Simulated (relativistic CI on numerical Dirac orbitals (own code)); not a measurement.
## Crystal-field levels of Ir3+, 5d6

Calculated by Dirac-Coulomb-Breit CI, orbitals from a KLI potential per configuration, model QED (radiative potential, 1s self-energy scaled to tabulated hydrogen-like ionisation energies), valence Slater integrals scaled by 0.8, one configuration in a parametric crystal field (own radial code).

Field parameters in Wybourne normalisation: D3d B²₀ = −7Dσ, B⁴₀ = −14Dq − 21Dτ, B⁴₃ = −14√(10/7) Dq. The field is a parameter set, without covalency.

S is read from ⟨S²⟩ = S(S + 1).

Levels (cm⁻¹, degeneracy): 0 (1), 8215 (2), 9097 (2), 9381 (1), 9864 (1), 10015 (2), 13028 (1), 13080 (2), 14483 (1), 14704 (2), 15180 (1), 17160 (2).

Problem. Which field gives this pattern?
A. D3d, 10Dq = 15900, Dσ = -580, Dτ = 350 cm⁻¹
B. D3d, 10Dq = 40050, Dσ = 220, Dτ = 250 cm⁻¹
C. D3d, 10Dq = 18700, Dσ = 1030, Dτ = -170 cm⁻¹
D. D3d, 10Dq = 44400, Dσ = 160, Dτ = 160 cm⁻¹

Solution. C. D3d, 10Dq = 18700, Dσ = 1030, Dτ = -170 cm⁻¹, ground level with S = 0.53.
